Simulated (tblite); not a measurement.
Compound: C7H10P2.
Z-matrix (Å and degrees, GFN2-xTB geometry), rows numbered from 1:
```
C 
C   1  1.5298
C   2  1.5299  1  110.99
C   2  1.5168  1  111.16  3   123.81
C   4  1.3862  2  118.31  1   -60.72
P   5  1.7309  4  129.43  2  -180.00
C   6  1.7274  5  103.21  4     0.22
P   7  1.7264  6  130.70  5     0.05
C   4  1.3854  2  117.64  1   119.57
H   1  1.0877  2  109.97  3    60.91
H   1  1.0871  2  111.13  3   -58.96
H   1  1.0881  2  110.44  3  -179.33
H   2  1.0959  1  107.87  3  -117.95
H   3  1.0875  2  110.03  1   -59.82
H   3  1.0880  2  110.41  1  -179.60
H   3  1.0871  2  111.08  1    60.13
H   5  1.0839  4  117.19  2     0.07
H   7  1.0863  6  114.66  5   179.94
H   9  1.0854  4  116.77  2    -0.12
```

Calculated harmonic vibrations of the isolated species, GFN2-xTB (tblite), most abundant isotopes, no scaling. This tight-binding method is rough: wavenumbers can miss measured ones by several per cent, in bad cases by 10 to 20. One conformer, not necessarily the lowest.

Harmonic wavenumbers (cm⁻¹): 36.8, 92.5, 180.0, 193.6, 197.3, 221.9, 236.4, 275.2, 360.6, 384.6, 392.5, 477.9, 584.2, 619.5, 740.0, 766.4, 801.5, 826.7, 828.2, 878.9, 913.1, 947.4, 984.9, 985.7, 1000.0, 1122.1, 1136.4, 1164.8, 1195.3, 1199.7, 1277.2, 1311.3, 1340.6, 1405.9, 1420.2, 1450.5, 1463.7, 1493.5, 1496.1, 1503.9, 1505.9, 2927.3, 3001.0, 3014.4, 3028.8, 3029.7, 3032.3, 3033.2, 3036.0, 3041.6, 3045.2.

A = 1955, B = 815.1, C = 656.1 MHz; mass 156.026 u (most abundant isotopes); point group Cs, symmetry number 1.

What is the zero-point energy?

½Σν̃ = 32801 cm⁻¹ = 93.78 kcal/mol.

Give the ideal-gas entropy at 500 K and 1 bar in the rigid-rotor, harmonic-oscillator model (classical rotation).

Translation 43.64, rotation 31.65, vibration 48.65: S = 123.9 cal/(mol K).

And Cp and H(500 K) − H(0)?

Cp = 57.62 cal/(mol K), of which vibrations give 49.67 (their classical limit is 51 R = 101.3); H(500 K) − H(0) = 16.74 kcal/mol without the zero-point energy, 12.76 from vibrations.

How do the functions run with temperature in this model?

```csv
T (K),S (cal/(mol K)),Cp (cal/(mol K)),H − H(0) (kcal/mol),G − H(0) (kcal/mol),ln q(vib)
100,69.9,18.2,1.24,-5.75,1.51
200,85.8,28.7,3.59,-13.57,3.93
300,99.4,39.0,6.98,-22.85,6.48
800,155.2,75.3,36.92,-87.26,19.12
1000,172.9,82.8,52.77,-120.11,23.78
```

q(vib) and H(0) count from the zero-point level.

Which modes carry the vibrational entropy at 500 K?

36.8 cm⁻¹: 6.45; 92.5 cm⁻¹: 4.62; 180.0 cm⁻¹: 3.32; 193.6 cm⁻¹: 3.18; 197.3 cm⁻¹: 3.14; 221.9 cm⁻¹: 2.91 cal/(mol K); the other 45 give 25.03 together.

Blend soft modes into free rotors: weight 1/[1 + (100 cm⁻¹/ν̃)⁴] for the oscillator and the rest for a rotor with moment μB/(μ + B), μ = h/(8π²ν), B = 10⁻⁴⁴ kg m². What vibrational entropy results?

45.79 cal/(mol K) in place of 48.65, which changes −T·S at 500 K by +1.43 kcal/mol.

What must be added to the electronic energy to get the Gibbs energy at 500 K and 1 bar?

ZPE + [H(500 K) − H(0)] − T·S = 93.78 + 16.74 − 61.97 = 48.55 kcal/mol.

Hindered rotation and anharmonicity are outside this model. Other conformers, if any are populated, would add a mixing term that is left out.

On Arm Neoverse V2, one thread, no GPU, shared host with 192 logical CPUs at a one-minute load of 32, this took 0.73 s. The figure is for the frequency step alone.
